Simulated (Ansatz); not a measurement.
Input for Ansatz (a first-principles code): R-MP2/cc-pV(T+d)Z on CH5S (SMILES C[SH2+]), atoms moved off the minimum. Charge +1. Files ending in .json are basis or fitting sets from the Basis Set Exchange.

Ansatz 0.2 input:
```yaml
crystal:
  periodic: [false, false, false]
  atoms:
    - {symbol: C, position_ang: [-1.15127966, -0.15241861, 0.32971978]}
    - {symbol: S, position_ang: [0.58504062, 0.03198624, -0.25417579]}
    - {symbol: H, position_ang: [-1.75399931, 0.60184077, -0.20764743]}
    - {symbol: H, position_ang: [-1.43420384, -1.14463867, 0.04707805]}
    - {symbol: H, position_ang: [-1.14450267, 0.00090096, 1.42155511]}
    - {symbol: H, position_ang: [0.89371054, 1.20272033, 0.32833587]}
    - {symbol: H, position_ang: [1.25311679, -0.73226788, 0.61493382]}
basis:
  gaussian:
    orbitals: cc-pV_T+d_Z.json
total_charge: 1
magnetization: {spin_polarized: false}
correlation: {method: mp2, electrons: outside_noble_gas}
scf: {lower_state_search: off}
output: {forces: true}
```

Output:

```
WARN ansatz: RAYON_NUM_THREADS=1 ignored (pool sized by the plan → 1); use --threads N
Functional definition: HF
these checks for a lower state are left out or cut short: starts, cluster_reference, orbital_swaps, neighbouring_geometries, increment
integrals: 0.12 GiB planned
774 factors; integrals over basis functions are off by at most 1.3e-3 eV
mean field: 0.25 GiB planned
mean field evaluation 1: about -11917.8531 eV, gradient 3.1e1 eV
mean field evaluation 2: about -11917.8575 eV, gradient 3.1e1 eV
mean field evaluation 4: about -11920.3866 eV, gradient 2.6e0 eV
mean field evaluation 8: about -11920.4228 eV, gradient 9.1e-5 eV
mean field -11920.42284014 eV, -438.0674594222 hartree, gradient 7.8e-6 eV, S^2 0.000000; 0 other end points of the search recorded, 0 dependent functions left out
6 core orbitals not correlated
reference -11920.42284014 eV, -438.0674594222 hartree; 7, 7 occupied and 126, 126 virtual orbitals, 774 factors
densities: 0.28 GiB planned
second order -9.71576925 eV of doubles, -0.00000000 eV of singles
the calculation of the forces begins
Total energy: -11930.13860938 eV, -438.4245073565 hartree
Atom 0 at    -1.151280    -0.152419     0.329720 Å, force     0.538546     0.933768     0.568311 eV/Å
Atom 1 at     0.585041     0.031986    -0.254176 Å, force    -0.509606     0.246051    -0.413853 eV/Å
Atom 2 at    -1.753999     0.601841    -0.207647 Å, force     0.450189    -0.396712     0.289511 eV/Å
Atom 3 at    -1.434204    -1.144639     0.047078 Å, force    -0.226018    -0.527833    -0.100203 eV/Å
Atom 4 at    -1.144503     0.000901     1.421555 Å, force    -0.250066    -0.118342    -0.644117 eV/Å
Atom 5 at     0.893711     1.202720     0.328336 Å, force     0.043840    -0.090352     0.055695 eV/Å
Atom 6 at     1.253117    -0.732268     0.614934 Å, force    -0.046885    -0.046579     0.244656 eV/Å
Dipole moment:     0.098714     0.055561     0.242001 e Å
Checks for a lower state left out: starts, cluster_reference, orbital_swaps, neighbouring_geometries, increment
```

The calculation finished and met its thresholds.

Cost: roughly 3.0 core-seconds.
